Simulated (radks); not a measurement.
Species: Mg V. Configuration: [He] 2s2 2p3.5 3p0.5 (fractional occupations, a model configuration). Method: scalar-relativistic Kohn-Sham, PBE, spin-unpolarised, spherical densities, finite nucleus; Fermi nuclear charge, rms radius 3.057 fm; computed with a radial shooting solver on a logarithmic mesh with Libxc functionals. Some entries of the table are withheld. Estimate them.

| orbital | occ. | eigenvalue (eV) | <1/r> (bohr^-1) |
|---|---|---|---|
| 1s | 2 | -1373.255 | 11.64 |
| 2s | 2 | -169.6647 | 2.287 |
| 2p | 3.5 | -138.3268 | (1) |
| 3p | 0.5 | -41.9432 | (2) |

Answer. 
(1) 2p <1/r> (bohr^-1): 2.193
(2) 3p <1/r> (bohr^-1): 0.7028
